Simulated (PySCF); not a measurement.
# Stretching one bond of AlH4N

All numbers below are calculated, not measured. The program is PySCF 2.14.0, an open-source quantum chemistry code, run on an isolated molecule that a program drew, which may never have been made. The molecule is AlH4N (charge 0, singlet), drawn as the SMILES string `[NH2][AlH2]`.

The structure below is the HF double-zeta minimum with every atom moved a little at random, so it isn't optimised. Bond N1-H3 is then set to each length in the table by shifting atom 3 along it, with nothing else relaxed.
```xyz
6
AlH4N, angstrom
N     0.4201    0.6052    1.3239
Al    2.0909    0.8039    2.0610
H    -0.4737    0.9749    1.4449
H     0.0829   -0.0855    0.6205
H     2.0516    1.9671    3.2699
H     3.1917    0.0503    1.4935
```

E is the energy above the same method's energy at the HF double-zeta minimum. IE is the energy to remove one electron at fixed geometry, to the doublet state of charge +1, as a difference of total energies. The basis family is cc-pV(n+d)Z, with UHF for radicals and no spin-orbit coupling. Best is HF at quadruple zeta, plus MP2 correlation extrapolated from triple and quadruple zeta, plus CCSD(T) minus MP2 at triple zeta, with a frozen core. The other columns are at triple zeta.

```
bond (Å),E wB97X (kcal/mol),E MP2 (kcal/mol),E CCSD(T) (kcal/mol),E best (kcal/mol),IE wB97X (eV),IE MP2 (eV),IE CCSD(T) (eV),IE best (eV),T1
0.8798,24.41,24.19,24.19,23.99,9.779,9.850,9.725,9.914,0.012
0.9748,?,?,?,?,?,?,?,?,?
1.0868,14.90,14.37,14.17,14.26,9.610,9.708,9.567,9.764,0.013
1.2328,29.04,28.23,27.58,27.69,9.503,9.620,9.469,9.671,0.014
1.3898,49.71,48.54,46.98,47.04,9.398,9.562,9.384,9.592,0.015
```

T1 is the CCSD diagnostic of the starting molecule.

**Estimate the best E and IE at 0.9748 Å from the other rows.**

A cubic in the inverse of the bond length through the other values of E best gives 12.49 kcal/mol there. A least-squares quadratic in the bond length through IE best gives 9.841 eV. The calculation gives 12.69 kcal/mol and 9.843 eV, so the fits miss by 0.20 kcal/mol and 0.002 eV. The same recipe one zeta lower moves these two values by 0.30 kcal/mol and 0.05 eV, a gauge of their own error. The rest of the row: E is 13.12 (wB97X), 12.76 (MP2), 12.71 (CCSD(T)); IE is 9.700 (wB97X), 9.783 (MP2), 9.651 (CCSD(T)); T1 is 0.012.
